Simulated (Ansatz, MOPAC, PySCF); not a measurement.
Potential energy curve for SMILES [AlH3] (H3Al). The Al1–H4 bond (Al1 also carries H, H; H4 carries nothing else) is varied alone, starting from the PBE0/def2-TZVP optimised geometry.

- PM7, restricted, heats of formation (MOPAC)
- UHF/LANL2DZ = unrestricted Hartree-Fock/LANL2DZ, with its core potentials past Ne (PySCF)
- UKS-B3LYP/6-31G* = unrestricted B3LYP/6-31G*, spherical d run with PySCF
- FCI = Ansatz (a quantum-chemistry and plane-wave program) with full CI/cc-pVDZ, frozen core

Energies relative to the lowest point of each curve near equilibrium, in kJ/mol; the last columns give the difference from FCI:

```json
[
 {"R / Å": "1.27", "PM7": "156.6", "UHF/LANL2DZ": "110.2", "UKS-B3LYP/6-31G*": "105.2", "FCI": "101.8", "PM7 − FCI": "54.8", "UHF/LANL2DZ − FCI": "8.4", "UKS-B3LYP/6-31G* − FCI": "3.3"},
 {"R / Å": "1.34", "PM7": "91.2", "UHF/LANL2DZ": "61.5", "UKS-B3LYP/6-31G*": "57.7", "FCI": "55.8", "PM7 − FCI": "35.5", "UHF/LANL2DZ − FCI": "5.7", "UKS-B3LYP/6-31G* − FCI": "1.9"},
 {"R / Å": "1.43", "PM7": "36.7", "UHF/LANL2DZ": "22.9", "UKS-B3LYP/6-31G*": "20.7", "FCI": "20.0", "PM7 − FCI": "16.7", "UHF/LANL2DZ − FCI": "2.9", "UKS-B3LYP/6-31G* − FCI": "0.7"},
 {"R / Å": "1.49", "PM7": "15.4", "UHF/LANL2DZ": "8.6", "UKS-B3LYP/6-31G*": "7.4", "FCI": "7.1", "PM7 − FCI": "8.3", "UHF/LANL2DZ − FCI": "1.5", "UKS-B3LYP/6-31G* − FCI": "0.3"},
 {"R / Å": "1.52", "PM7": "8.5", "UHF/LANL2DZ": "4.3", "UKS-B3LYP/6-31G*": "3.5", "FCI": "3.3", "PM7 − FCI": "5.2", "UHF/LANL2DZ − FCI": "0.9", "UKS-B3LYP/6-31G* − FCI": "0.1"},
 {"R / Å": "1.59", "PM7": "0.4", "UHF/LANL2DZ": "0.0", "UKS-B3LYP/6-31G*": "0.0", "FCI": "0.0", "PM7 − FCI": "0.4", "UHF/LANL2DZ − FCI": "0.0", "UKS-B3LYP/6-31G* − FCI": "0.0"},
 {"R / Å": "1.63", "PM7": "0.0", "UHF/LANL2DZ": "0.7", "UKS-B3LYP/6-31G*": "1.0", "FCI": "1.0", "PM7 − FCI": "-1.0", "UHF/LANL2DZ − FCI": "-0.3", "UKS-B3LYP/6-31G* − FCI": "0.0"},
 {"R / Å": "1.68", "PM7": "3.0", "UHF/LANL2DZ": "4.2", "UKS-B3LYP/6-31G*": "4.7", "FCI": "4.7", "PM7 − FCI": "-1.7", "UHF/LANL2DZ − FCI": "-0.5", "UKS-B3LYP/6-31G* − FCI": "0.0"},
 {"R / Å": "1.75", "PM7": "12.5", "UHF/LANL2DZ": "13.1", "UKS-B3LYP/6-31G*": "13.7", "FCI": "13.5", "PM7 − FCI": "-1.0", "UHF/LANL2DZ − FCI": "-0.5", "UKS-B3LYP/6-31G* − FCI": "0.1"},
 {"R / Å": "1.82", "PM7": "26.9", "UHF/LANL2DZ": "25.7", "UKS-B3LYP/6-31G*": "25.9", "FCI": "25.6", "PM7 − FCI": "1.2", "UHF/LANL2DZ − FCI": "0.0", "UKS-B3LYP/6-31G* − FCI": "0.3"},
 {"R / Å": "1.97", "PM7": "68.3", "UHF/LANL2DZ": "61.1", "UKS-B3LYP/6-31G*": "59.2", "FCI": "58.6", "PM7 − FCI": "9.8", "UHF/LANL2DZ − FCI": "2.5", "UKS-B3LYP/6-31G* − FCI": "0.6"},
 {"R / Å": "2.14", "PM7": "124.9", "UHF/LANL2DZ": "109.1", "UKS-B3LYP/6-31G*": "102.8", "FCI": "101.3", "PM7 − FCI": "23.5", "UHF/LANL2DZ − FCI": "7.8", "UKS-B3LYP/6-31G* − FCI": "1.5"},
 {"R / Å": "2.40", "PM7": "215.3", "UHF/LANL2DZ": "181.8", "UKS-B3LYP/6-31G*": "171.3", "FCI": "166.5", "PM7 − FCI": "48.8", "UHF/LANL2DZ − FCI": "15.3", "UKS-B3LYP/6-31G* − FCI": "4.8"},
 {"R / Å": "2.58", "PM7": "274.3", "UHF/LANL2DZ": "213.7", "UKS-B3LYP/6-31G*": "216.2", "FCI": "207.0", "PM7 − FCI": "67.3", "UHF/LANL2DZ − FCI": "6.7", "UKS-B3LYP/6-31G* − FCI": "9.2"},
 {"R / Å": "2.91", "PM7": "368.1", "UHF/LANL2DZ": "245.1", "UKS-B3LYP/6-31G*": "284.4", "FCI": "266.2", "PM7 − FCI": "101.9", "UHF/LANL2DZ − FCI": "-21.1", "UKS-B3LYP/6-31G* − FCI": "18.2"},
 {"R / Å": "3.19", "PM7": "432.2", "UHF/LANL2DZ": "257.2", "UKS-B3LYP/6-31G*": "318.3", "FCI": "300.4", "PM7 − FCI": "131.8", "UHF/LANL2DZ − FCI": "-43.2", "UKS-B3LYP/6-31G* − FCI": "17.8"},
 {"R / Å": "3.52", "PM7": "491.7", "UHF/LANL2DZ": "263.8", "UKS-B3LYP/6-31G*": "340.4", "FCI": "324.9", "PM7 − FCI": "166.8", "UHF/LANL2DZ − FCI": "-61.2", "UKS-B3LYP/6-31G* − FCI": "15.5"},
 {"R / Å": "3.90", "PM7": "543.2", "UHF/LANL2DZ": "266.8", "UKS-B3LYP/6-31G*": "353.1", "FCI": "338.9", "PM7 − FCI": "204.3", "UHF/LANL2DZ − FCI": "-72.1", "UKS-B3LYP/6-31G* − FCI": "14.2"},
 {"R / Å": "4.24", "PM7": "577.6", "UHF/LANL2DZ": "268.0", "UKS-B3LYP/6-31G*": "358.3", "FCI": "344.4", "PM7 − FCI": "233.2", "UHF/LANL2DZ − FCI": "-76.4", "UKS-B3LYP/6-31G* − FCI": "13.9"},
 {"R / Å": "4.83", "PM7": "619.6", "UHF/LANL2DZ": "268.7", "UKS-B3LYP/6-31G*": "361.7", "FCI": "347.7", "PM7 − FCI": "271.9", "UHF/LANL2DZ − FCI": "-79.0", "UKS-B3LYP/6-31G* − FCI": "14.0"},
 {"R / Å": "5.51", "PM7": "651.1", "UHF/LANL2DZ": "269.0", "UKS-B3LYP/6-31G*": "362.7", "FCI": "348.5", "PM7 − FCI": "302.6", "UHF/LANL2DZ − FCI": "-79.5", "UKS-B3LYP/6-31G* − FCI": "14.3"}
]
```

PM7 is furthest from FCI at 5.51 (302.6 kJ/mol, above); its mean absolute difference over the points is 80.4 kJ/mol.

UHF/LANL2DZ is furthest from FCI at 5.51 (-79.5 kJ/mol, below); its mean absolute difference over the points is 23.1 kJ/mol.

UKS-B3LYP/6-31G* is furthest from FCI at 2.91 (18.2 kJ/mol, above); its mean absolute difference over the points is 6.2 kJ/mol.

The restricted form behind PM7 keeps the bonding electrons paired and can't separate into open-shell fragments. The unrestricted determinant behind UHF/LANL2DZ is spin-contaminated at 2.40 to 5.51 Å (<S²> up to 1.0, against 0.00 for a pure singlet). The unrestricted determinant behind UKS-B3LYP/6-31G* is spin-contaminated at 2.91 to 5.51 Å (<S²> up to 1.0, against 0.00 for a pure singlet).
